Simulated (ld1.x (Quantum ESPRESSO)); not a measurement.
## An all-electron radial function and its pseudo partner (calcium (Ca))

Columns: radius, all-electron u(r) and pseudo u(r) of the 3p shell (level -29.59 eV) of calcium in the configuration [Ne] 3s2 3p6 3d0 4s1.75 4p0; PBE, scalar-relativistic, TM scheme, ld1.x (Quantum ESPRESSO) 7.5.

```csv
r (bohr),all-electron,pseudo
0.170,0.4661,-0.0610
0.340,0.2339,-0.2298
0.510,-0.2661,-0.4652
0.680,-0.6606,-0.7048
0.850,-0.8799,-0.8802
1.020,-0.9519,-0.9507
1.190,-0.9270,-0.9270
1.360,-0.8488,-0.8488
1.530,-0.7471,-0.7471
1.700,-0.6405,-0.6405
1.870,-0.5390,-0.5390
2.040,-0.4476,-0.4476
2.210,-0.3681,-0.3681
2.380,-0.3004,-0.3004
2.550,-0.2439,-0.2439
2.720,-0.1972,-0.1972
2.890,-0.1590,-0.1590
3.060,-0.1279,-0.1279
3.230,-0.1027,-0.1027
3.400,-0.0823,-0.0823
3.570,-0.0658,-0.0658
3.740,-0.0525,-0.0525
3.910,-0.0419,-0.0419
4.080,-0.0333,-0.0333
4.250,-0.0265,-0.0265
4.420,-0.0210,-0.0210
```

(1) How many radial nodes do the two functions have?

(2) At about which radius was the pseudo-wave matched?

(3) Where does each function peak?

(4) Is the pseudo-wave norm-conserving?

Results:

(1) The all-electron 3p function has n − l − 1 = 1; the pseudo-wave has 0, since the states of the same l below it are removed with the core.

(2) 1.30 bohr, where the columns begin to agree (steps of 0.17 bohr).

(3) Outermost all-electron maximum near 1.02 bohr, pseudo maximum near 1.02 bohr (to the table’s step).

(4) Yes: the TM scheme keeps the norm inside the radius equal to the all-electron one, which fixes the energy derivative of the logarithmic derivative at the level.
